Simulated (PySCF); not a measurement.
PySCF input (B3PW91/6-31G* (5d)):

```python
from pyscf import gto, dft

mol = gto.M(
    atom='''
    C     1.47250200   -0.39033400    0.14749700
    B    -0.02295700    0.11241100   -0.06180800
    C    -1.22045600   -0.70285400    0.59764200
    N    -0.28744400    1.17334300   -0.90229800
    H     1.57190100   -1.41553600   -0.22141200
    H     2.22332500    0.22628300   -0.34509900
    H     1.69376600   -0.42265400    1.21865700
    H    -1.05117800   -0.78825100    1.67511500
    H    -2.20365600   -0.26431600    0.43115000
    H    -1.22842400   -1.72307900    0.20212000
    H    -0.39111500    2.17122600   -0.80624100
    ''',
    basis='6-31g*',
    charge=0,
    spin=1,
    verbose=4,
)

mf = dft.UKS(mol, xc='b3pw91')
mf.grids.level = 3
mf.conv_tol = 1e-9
mf.max_cycle = 100
mf.max_memory = 1500
mf.kernel()
if not mf.converged:
    mf = mf.newton()
    mf.kernel(mf.make_rdm1())
mo, _, stable, _ = mf.stability(return_status=True)
if not stable:
    mf.kernel(mf.make_rdm1(mo, mf.mo_occ))
    stable = mf.stability(return_status=True)[2]
mf.dip_moment()
```

From the output:

```
  HOMO = -0.251607547649  LUMO = -0.0886696788845  gap/eV = 4.43377
cycle= 6 E= -159.941799892934  delta_E= -1.23e-05  |g|= 0.0022  |ddm|= 0.0053
  alpha nocc = 16  HOMO = -0.251943295883513  LUMO = 0.0255269187721781
  beta  nocc = 15  HOMO = -0.271938027932757  LUMO = -0.0889148341864385
  HOMO = -0.251943295884  LUMO = -0.0889148341864  gap/eV = 4.43623
cycle= 7 E= -159.941802966415  delta_E= -3.07e-06  |g|= 0.00061  |ddm|= 0.00309
  alpha nocc = 16  HOMO = -0.251833314062369  LUMO = 0.02561756594798
  beta  nocc = 15  HOMO = -0.271706741224792  LUMO = -0.0887483874326223
  HOMO = -0.251833314062  LUMO = -0.0887483874326  gap/eV = 4.43777
cycle= 8 E= -159.941803315797  delta_E= -3.49e-07  |g|= 0.000149  |ddm|= 0.000954
  alpha nocc = 16  HOMO = -0.251849599527221  LUMO = 0.0255857349453952
  beta  nocc = 15  HOMO = -0.271699422751101  LUMO = -0.0887734288912854
  HOMO = -0.251849599527  LUMO = -0.0887734288913  gap/eV = 4.43753
cycle= 9 E= -159.941803352427  delta_E= -3.66e-08  |g|= 4.26e-05  |ddm|= 0.000359
  alpha nocc = 16  HOMO = -0.251849850870365  LUMO = 0.025583581294276
  beta  nocc = 15  HOMO = -0.271686497216013  LUMO = -0.0887756645670184
  HOMO = -0.25184985087  LUMO = -0.088775664567  gap/eV = 4.43747
cycle= 10 E= -159.941803355416  delta_E= -2.99e-09  |g|= 1.31e-05  |ddm|= 0.000106
  alpha nocc = 16  HOMO = -0.25185058440776  LUMO = 0.0255813907902795
  beta  nocc = 15  HOMO = -0.271682568757841  LUMO = -0.0887756301053253
  HOMO = -0.251850584408  LUMO = -0.0887756301053  gap/eV = 4.43750
cycle= 11 E= -159.941803355709  delta_E= -2.93e-10  |g|= 4.52e-06  |ddm|= 4.05e-05
  alpha nocc = 16  HOMO = -0.251849953732414  LUMO = 0.0255819410847495
  beta  nocc = 15  HOMO = -0.27168229036187  LUMO = -0.0887750998685486
  HOMO = -0.251849953732  LUMO = -0.0887750998685  gap/eV = 4.43749
Extra cycle  E= -159.941803355714  delta_E= -5.17e-12  |g|= 4.78e-06  |ddm|= 1.02e-05
converged SCF energy = -159.941803355714  <S^2> = 0.7557093  2S+1 = 2.0057012
uhf_internal: lowest eigs of H = [0.14686393 0.34867156 0.36477392]
<class 'pyscf.dft.uks.UKS'> wavefunction is stable in the internal stability analysis
Dipole moment(X, Y, Z, Debye):  0.04454,  0.80416,  0.84939
```

The geometry given is a B3LYP-D3(BJ)/def2-TZVP minimum.
